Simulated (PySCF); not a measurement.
Si(H)(F)(Br)(Me) (CH4BrFSi), SMILES C[SiH](F)Br. Atoms are numbered in the order given.

```xyz
8

Si    -0.2554    -0.9002     0.3619
C     -2.1031    -0.8328     0.2757
F      0.2954    -1.9182    -0.7744
Br     0.5917     1.1050    -0.0625
H      0.2835    -1.3584     1.6659
H     -2.5311    -1.8327     0.4485
H     -2.4988    -0.1447     1.0379
H     -2.4270    -0.4779    -0.7141
```

Geometry: PBE0-D3(BJ)/def2-SVP.

Computed with PBE/pcSseg-1 in PySCF.

GIAO shieldings, no solvent; atoms alike by connectivity are averaged. δ = σ(ref) − σ: ²⁹Si against TMS (σ = 335.4 ppm); ¹³C against TMS (σ = 182.0 ppm); ¹⁹F against CFCl3 (σ = 133.6 ppm); ¹H against TMS (σ = 31.49 ppm), references at their B3LYP-D3(BJ)/def2-TZVP geometries, non-relativistic (without spin–orbit terms, shifts of atoms bonded to Cl or Br come out too high).

Computed chemical shifts:
| nucleus | atoms | count | δ (ppm) |
|---|---|---|---|
| ²⁹Si | Si1 | 1 | 34.2 |
| ¹³C | C2 | 1 | 7.9 |
| ¹⁹F | F3 | 1 | -176.8 |
| ¹H | H5 | 1 | 6.35 |
| ¹H | H6, H7, H8 | 3 | 0.94 |
